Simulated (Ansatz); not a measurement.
Geometry optimisation, RHF/6-31G (Ansatz).

input.yaml

```yaml
crystal:
  periodic: [false, false, false]
  atoms:
    - { symbol: Si, position_ang: [0.0, 0.0, 0.0] }
    - { symbol: F, position_ang: [0.0, 0.0, 1.59] }
    - { symbol: "N", position_ang: [1.7163, 0.0, -0.6061] }
    - { symbol: C, position_ang: [2.4072, -1.273, -0.8567] }
    - { symbol: H, position_ang: [1.7433, -1.947, -1.4373] }
    - { symbol: H, position_ang: [3.3364, -1.083, -1.4334] }
    - { symbol: H, position_ang: [2.6645, -1.7518, 0.1112] }
    - { symbol: C, position_ang: [2.4114, 1.273, -0.8449] }
    - { symbol: H, position_ang: [3.0382, 1.1875, -1.757] }
    - { symbol: H, position_ang: [1.6647, 2.0824, -0.9844] }
    - { symbol: H, position_ang: [3.0569, 1.5118, 0.0259] }
    - { symbol: H, position_ang: [-0.6877, 1.1914, -0.4862] }
    - { symbol: H, position_ang: [-0.6877, -1.1914, -0.4862] }
basis:
  gaussian: { orbitals: "6-31G" }
hamiltonian:
  xc: hf
relax:
  f_tol: 0.02
  max_steps: 40
```

Command:

```bash
$ ansatz run input.yaml --threads 1 --pin off --max-ram 2048MiB --backend cpu --events-out ev --progress --plain --runs-dir out
```

Task: Where does it end, and by what steps?

Result: The forces met the threshold. Limits of this set-up: no polarisation functions. After 6 steps the energy has fallen by 0.507 eV; H7 moved furthest, 0.64 Å.

| step | energy less start (eV) | largest force component (eV/Å) | accepted |
| --- | --- | --- | --- |
| 0 | 0.0000 | 4.073 | yes |
| 1 | -0.3478 | 2.296 | yes |
| 2 | -0.4549 | 0.261 | yes |
| 3 | -0.4808 | 0.169 | yes |
| 4 | -0.5019 | 0.113 | yes |
| 5 | -0.5067 | 0.069 | yes |
| 6 | -0.5074 | 0.016 | yes |

```xyz
13
Properties=species:S:1:pos:R:3
Si -0.017 0.001 -0.152
F -0.202 -0.045 1.523
N 1.639 0.003 -0.665
C 2.409 -1.223 -0.835
H 1.756 -2.086 -0.837
H 2.941 -1.205 -1.782
H 3.137 -1.352 -0.039
C 2.428 1.224 -0.768
H 2.948 1.257 -1.720
H 1.791 2.097 -0.706
H 3.167 1.291 0.026
H -0.658 1.268 -0.570
H -0.677 -1.230 -0.641
```

Whether the end is a true minimum wasn't checked by a vibrational analysis.

The run took 18 s on 1 thread of Arm Neoverse V1, on a shared host, peak memory 0.15 GiB.
